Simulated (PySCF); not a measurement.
Isomers of C7H11OPSi, mass 170.032 u with the commonest isotopes. Level of theory: PBE0/pcSseg-1 in PySCF (dipole) on a GFN2-xTB geometry, gas phase. One conformer each, none proved a minimum here; rigid rotors.

Task: Order these by rotational constant C, smallest first.
A. `[CH2:1]=[CH:2][P@:3]1(=[O:4])[CH:5]=[CH:6][C@H:7]([SiH3:8])[CH:9]=[CH:10]1` with C1–C2–P3–O4 0°, C2–P3–C5–C6 -98°, C5–C6–C7–Si8 98°, C6–C7–C9–C10 25°, C2–P3–C10–C9 98°
B. `[CH:1]#[C:2][C:3]#[C:4][CH2:5][Si@@H:6]([PH2:7])[CH2:8][O:9][CH3:10]` with C4–C5–Si6–P7 -149°, C5–Si6–P7–H -172° and -79°, C5–Si6–C8–O9 -113°, Si6–C8–O9–C10 177°
C. `[CH2:1]=[CH:2][C:3]1=[CH:4][C:5]([CH3:6])=[C:7]([SiH3:8])[P@@H:9]1=[O:10]` with C1–C2–C3–C4 -173°
D. `[CH:1]#[C:2][C:3]#[C:4][CH2:5][CH2:6][Si@@H:7]([PH2:8])[O:9][CH3:10]` with C4–C5–C6–Si7 180°, C5–C6–Si7–P8 56°, C6–Si7–P8–H -75° and -168°, C6–Si7–O9–C10 -164°

Result: D (282.3 MHz), B (361.4 MHz), C (532.1 MHz), A (629.8 MHz).

Task: Order these by out-of-plane moment Σ m c² = (Ia + Ib − Ic)/2, largest first.
A. `[CH2:1]=[CH:2][P@:3]1(=[O:4])[CH:5]=[CH:6][C@H:7]([SiH3:8])[CH:9]=[CH:10]1` with C1–C2–P3–O4 0°, C2–P3–C5–C6 -98°, C5–C6–C7–Si8 98°, C6–C7–C9–C10 25°, C2–P3–C10–C9 98°
B. `[CH:1]#[C:2][C:3]#[C:4][CH2:5][Si@@H:6]([PH2:7])[CH2:8][O:9][CH3:10]` with C4–C5–Si6–P7 -149°, C5–Si6–P7–H -172° and -79°, C5–Si6–C8–O9 -113°, Si6–C8–O9–C10 177°
C. `[CH2:1]=[CH:2][C:3]1=[CH:4][C:5]([CH3:6])=[C:7]([SiH3:8])[P@@H:9]1=[O:10]` with C1–C2–C3–C4 -173°
D. `[CH:1]#[C:2][C:3]#[C:4][CH2:5][CH2:6][Si@@H:7]([PH2:8])[O:9][CH3:10]` with C4–C5–C6–Si7 180°, C5–C6–Si7–P8 56°, C6–Si7–P8–H -75° and -168°, C6–Si7–O9–C10 -164°

Result: A (107.41 u·Å²), D (37.80 u·Å²), B (37.37 u·Å²), C (20.02 u·Å²).

Task: Order these by dipole moment, smallest first.
A. `[CH2:1]=[CH:2][C:3]1=[CH:4][C:5]([CH3:6])=[C:7]([SiH3:8])[P@@H:9]1=[O:10]` with C1–C2–C3–C4 -173°
B. `[CH:1]#[C:2][C:3]#[C:4][CH2:5][CH2:6][Si@@H:7]([PH2:8])[O:9][CH3:10]` with C4–C5–C6–Si7 180°, C5–C6–Si7–P8 56°, C6–Si7–P8–H -75° and -168°, C6–Si7–O9–C10 -164°
C. `[CH:1]#[C:2][C:3]#[C:4][CH2:5][Si@@H:6]([PH2:7])[CH2:8][O:9][CH3:10]` with C4–C5–Si6–P7 -149°, C5–Si6–P7–H -172° and -79°, C5–Si6–C8–O9 -113°, Si6–C8–O9–C10 177°
D. `[CH2:1]=[CH:2][P@:3]1(=[O:4])[CH:5]=[CH:6][C@H:7]([SiH3:8])[CH:9]=[CH:10]1` with C1–C2–P3–O4 0°, C2–P3–C5–C6 -98°, C5–C6–C7–Si8 98°, C6–C7–C9–C10 25°, C2–P3–C10–C9 98°

Result: C (1.33 D), B (2.31 D), A (4.52 D), D (4.96 D).

```csv
SMILES,point group,Ia (u·Å²),Ib (u·Å²),Ic (u·Å²),κ,μa (D),μb (D),μc (D)
C#CC#CCC[Si@@H](P)OC,C1,229.40,1636.28,1790.07,-0.97,2.09,0.06,0.98
C=C[P@]1(=O)C=C[C@H]([SiH3])C=C1,Cs,295.23,721.99,802.40,-0.87,4.53,2.03,0.00
C#CC#CC[Si@@H](P)COC,C1,340.06,1132.97,1398.30,-0.85,0.41,0.95,0.83
C=CC1=CC(C)=C([SiH3])[P@@H]1=O,C1,312.50,677.24,949.69,-0.61,0.16,4.11,1.89
```
